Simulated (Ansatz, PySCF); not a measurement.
Process, species as SMILES: F[SiH2][SiH2]F -> F[SiH][SiH2]F + H atom (the H-Si bond at the site shown breaks; other sites are not compared here)
Each molecule is optimised on its own at B3LYP-D3(BJ)/def2-TZVP (Ansatz, a program for electronic structure), one conformer each, not searched for the lowest.

Quantity: bond dissociation energy (enthalpy at 298 K, with B3LYP-D3(BJ) rigid-rotor harmonic-oscillator terms from PySCF), in eV. Cores are frozen in the correlated levels unless marked. Open shells are spin-unrestricted. Spin-orbit coupling is left out. No relativistic terms. CBS(X,Y): correlation extrapolated as X^-3; Hartree-Fock from the larger set.

CCSD(T)/CBS(aug-cc-pV(T+d)Z,aug-cc-pV(Q+d)Z) (Ansatz) gives 3.96 eV.

Another calculation gave 3.75 eV. Which level was it?
A) r2SCAN0/def2-TZVPD (Ansatz)
B) BHLYP/def2-TZVPD (Ansatz)
C) SVWN5/def2-TZVPD (Ansatz)
D) revPBE/def2-TZVPD (Ansatz)

A, r2SCAN0/def2-TZVPD (Ansatz). The others give 3.58 (revPBE), 3.88 (BHLYP), 4.03 (SVWN5) eV.
